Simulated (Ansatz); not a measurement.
## Nudged elastic band run: C2H7NSeSn

The input (input.yaml):

```yaml
crystal:
  periodic: [false, false, false]
  atoms:
    - { symbol: "N", position_ang: [-1.703879, 0.557721, 1.4085] }
    - { symbol: Sn, position_ang: [-0.210069, -0.573979, 0.539619] }
    - { symbol: C, position_ang: [1.633929, 0.597307, 0.374964] }
    - { symbol: Se, position_ang: [1.636649, 0.51406, -1.614461] }
    - { symbol: C, position_ang: [-0.008977, -0.599832, -1.662062] }
    - { symbol: H, position_ang: [-2.595369, 0.048978, 1.477343] }
    - { symbol: H, position_ang: [-1.892333, 1.417714, 0.876228] }
    - { symbol: H, position_ang: [-0.21112, -2.083341, 1.393402] }
    - { symbol: H, position_ang: [1.541622, 1.637007, 0.746209] }
    - { symbol: H, position_ang: [2.536785, 0.125411, 0.809327] }
    - { symbol: H, position_ang: [-0.829908, -0.0978, -2.210977] }
    - { symbol: H, position_ang: [0.179571, -1.598347, -2.103891] }
basis:
  gaussian: { orbitals: def2-SVP }
hamiltonian:
  xc: pbe
  dispersion: d4
neb:
  order_check: false
  images: 5
  f_tol: 0.05
  max_iterations: 60
  initial_path: idpp
  final_atoms:
    - { symbol: "N", position_ang: [-2.01466198, 0.32876952, 1.03815497] }
    - { symbol: Sn, position_ang: [-0.24524614, -0.58790933, 0.49326988] }
    - { symbol: C, position_ang: [1.62187585, 0.59185046, 0.39764661] }
    - { symbol: Se, position_ang: [1.7316123, 0.43127876, -1.58070779] }
    - { symbol: C, position_ang: [0.01589212, -0.57425702, -1.68212767] }
    - { symbol: H, position_ang: [-2.15333728, 0.3392656, 2.05757609] }
    - { symbol: H, position_ang: [-2.05760933, 1.30719335, 0.72292663] }
    - { symbol: H, position_ang: [-0.21744577, -2.09748468, 1.34489185] }
    - { symbol: H, position_ang: [1.51704387, 1.64684262, 0.71935766] }
    - { symbol: H, position_ang: [2.49702524, 0.13414857, 0.89984119] }
    - { symbol: H, position_ang: [-0.76560555, -0.00647279, -2.2246472] }
    - { symbol: H, position_ang: [0.14735768, -1.56832606, -2.15198123] }
```

Launched with:

```bash
$ ansatz run input.yaml --threads 2 --pin off --max-ram 3072MiB --backend cpu --events-out ev --progress --plain --runs-dir out
```

Output, in part (warnings, iteration lines, the closing report on the highest movable image, with atoms numbered from 0):

```
NEB end point (image 0): max|allowed force component| = 1.421e-2 eV/Å (the criterion of neb.relax_end_points is 1.000e-2)
NEB end point (image 6): max|allowed force component| = 7.516e-3 eV/Å (the criterion of neb.relax_end_points is 1.000e-2)
NEB iter   1: max|band force component| = 9.491e-1 eV/Å  barrier→ = 0.0978 eV  barrier← = 0.0980 eV  Δτ_max = 0.0791 Å  (210 SCF iters)
NEB iter   2: max|band force component| = 2.603e-1 eV/Å  barrier→ = 0.0724 eV  barrier← = 0.0725 eV  CI = image 3  Δτ_max = 0.0700 Å  (149 SCF iters)
NEB iter   3: max|band force component| = 3.488e-1 eV/Å  barrier→ = 0.0702 eV  barrier← = 0.0704 eV  CI = image 3  Δτ_max = 0.0357 Å  (152 SCF iters)
NEB iter   4: max|band force component| = 1.070e-1 eV/Å  barrier→ = 0.0666 eV  barrier← = 0.0668 eV  CI = image 3  Δτ_max = 0.0050 Å  (149 SCF iters)
NEB iter   5: max|band force component| = 5.928e-2 eV/Å  barrier→ = 0.0664 eV  barrier← = 0.0665 eV  CI = image 3  Δτ_max = 0.0119 Å  (122 SCF iters)
NEB iter   6: max|band force component| = 2.708e-2 eV/Å  barrier→ = 0.0663 eV  barrier← = 0.0664 eV  CI = image 3  Δτ_max = 0.0000 Å  (310 SCF iters)
Total energy: -74833.06405814 eV, -2750.0643804642 hartree
Atom 0 at    -1.890687     0.418154     1.075320 Å, force     0.007124    -0.020206     0.006499 eV/Å
Atom 1 at    -0.234715    -0.585325     0.476388 Å, force    -0.005538     0.008420    -0.000817 eV/Å
Atom 2 at     1.617742     0.606125     0.475246 Å, force    -0.004375    -0.000889     0.004491 eV/Å
Atom 3 at     1.795680     0.528482    -1.503666 Å, force     0.004913    -0.011919     0.003152 eV/Å
Atom 4 at     0.134500    -0.547507    -1.694660 Å, force    -0.005632    -0.000958     0.003131 eV/Å
Atom 5 at    -2.562821     0.034058     1.738592 Å, force    -0.005859     0.009531    -0.001434 eV/Å
Atom 6 at    -2.135723     1.351449     0.746216 Å, force    -0.005184     0.006183     0.000090 eV/Å
Atom 7 at    -0.298956    -2.096101     1.323268 Å, force     0.004174     0.000197    -0.002878 eV/Å
Atom 8 at     1.485579     1.644289     0.839144 Å, force     0.001180     0.001012    -0.000462 eV/Å
Atom 9 at     2.479986     0.137680     0.989858 Å, force     0.004567     0.004597    -0.004734 eV/Å
Atom 10 at    -0.642499    -0.010933    -2.274367 Å, force     0.000573     0.000176    -0.001207 eV/Å
Atom 11 at     0.328814    -1.535471    -2.157136 Å, force     0.004057     0.003858    -0.005831 eV/Å
Dipole moment:    -0.373882    -0.059370     0.286877 e Å
```

The run converged. A vibrational analysis at the climbing image gives one clearly imaginary mode, 385i cm⁻¹: a first-order saddle point.

Final band (atoms are numbered from 1 in the order of the input):

```csv
image,path coordinate (Å),energy (kcal/mol),height of N1 over the plane of its neighbours (Å)
0,0.00,0.0,-0.39
1,0.23,0.1,-0.38
2,0.46,0.6,-0.25
3,0.69,1.5,0.00
4,0.91,0.7,0.24
5,1.13,0.1,0.38
6,1.34,0.0,0.39
```

Run time: 97 s on 2 threads of Arm Neoverse V2, with other jobs on the host, peak memory 0.2 GiB.
